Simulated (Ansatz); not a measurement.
A geometry relaxed with Ansatz (an electronic-structure program) with B3LYP-D3(BJ)/def2-TZVP, charge 0, multiplicity 1:

```xyz
10

H      2.0821    -1.2862    -0.6345
H     -2.8547    -0.4408     0.6900
Si     1.7860     0.1238    -0.2862
H      2.2449     0.3750     1.1006
C     -0.8264    -0.2057     0.2746
H     -2.4295     0.8474    -0.5833
C     -2.1085     0.0866     0.1150
O      0.1613     0.4243    -0.4214
H      2.4422     1.0456    -1.2303
H     -0.4974    -0.9698     0.9753
```

**Question.** Write the SMILES of this molecule.

**Answer.** `C=CO[SiH3]`
